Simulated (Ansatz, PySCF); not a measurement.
Reaction (SMILES): CSB(C)C → CB(C)[S] + [CH3] (CH3) (the C-S bond at the site shown breaks; other sites are not compared here)
Structures are relaxed separately at B3LYP-D3(BJ)/def2-TZVP in Ansatz (an electronic-structure program), one conformer each, not searched for the lowest. Frequencies are from Ansatz or PySCF.

Wanted: bond dissociation energy (0 K, with B3LYP-D3(BJ) harmonic zero-point energies), in kJ/mol. Cores are frozen in the correlated levels unless marked. UHF or UKS for open shells. Spin-orbit coupling is left out. Non-relativistic. Basis-set limits of correlation are two-point, X^-3; Hartree-Fock from the larger set. [CCSD(T)-MP2]/basis is that difference in the basis named.

```
level                                                                             program  bond dissociation energy (kJ/mol)
-------------------------------------------------------------------------  --------------  ---------------------------------
HF/6-31G*                                                                          Ansatz                              161.5
HF/cc-pV(T+d)Z                                                                     Ansatz                              157.4
PBE0-D4/def2-TZVPD                                                         Ansatz + dftd4                              286.6
r2SCAN0-D4/def2-TZVPD                                                      Ansatz + dftd4                              263.8
LC-wPBE-D4/def2-TZVPD                                                      Ansatz + dftd4                              284.2
RPA@PBE/cc-pV(T+d)Z                                                                Ansatz                              273.2
RPA@PBE/cc-pV(Q+d)Z                                                                Ansatz                              277.6
MP2/6-31G                                                                          Ansatz                              216.5
SCS-MP2/cc-pwCVTZ                                                                  Ansatz                              294.9
SCS-MP2/cc-pV(Q+d)Z                                                                Ansatz                              302.4
CCSD/cc-pV(Q+d)Z                                                                   Ansatz                              275.4
CCSD(T)/6-31G*                                                                     Ansatz                              267.6
RI-MP2/CBS(aug-cc-pV(T+d)Z,aug-cc-pV(Q+d)Z)+[CCSD(T)-MP2]/aug-cc-pV(D+d)Z          Ansatz                              295.9
RI-MP2/CBS(cc-pV(T+d)Z,cc-pV(Q+d)Z)+[CCSD(T)-MP2]/cc-pV(T+d)Z                      Ansatz                              294.9
CCSD(T)/CBS(cc-pV(T+d)Z,cc-pV(Q+d)Z)                                               Ansatz                              294.2
```
